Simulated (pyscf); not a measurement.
Structures and frequencies: ωB97X-D3(BJ)/def2-SVP in PySCF.

Question: For the elementary gas-phase step H₃C–CH₂–O–Mg–OH -> HO–CH₂–CH₂–Mg–OH (singlet surface; Mg–O, C–H broken, C–Mg, H–O formed), what barrier and reaction energy does M06-2X/def2-TZVP give, measured from the reactant's lowest minimum found?

Answer: ΔE‡ = 62.4 kcal/mol, ΔE = +17.3 kcal/mol. ωB97M-D3(BJ)/def2-TZVP gives 61.6 kcal/mol and +17.8 kcal/mol. Zero-point energy shifts the barrier by -3.3 kcal/mol. It is a concerted two-bond exchange, with an imaginary mode of 1724i cm⁻¹. What is counted as broken (Mg–O) persists as a longer contact in the product adduct; parting that adduct is a step of its own. At the saddle there is also a short H–Mg contact that neither side keeps. HO–CH₂–CH₂–Mg–OH is closed by a dative Mg–O contact. One saddle was located; it need not be the lowest between these sides.
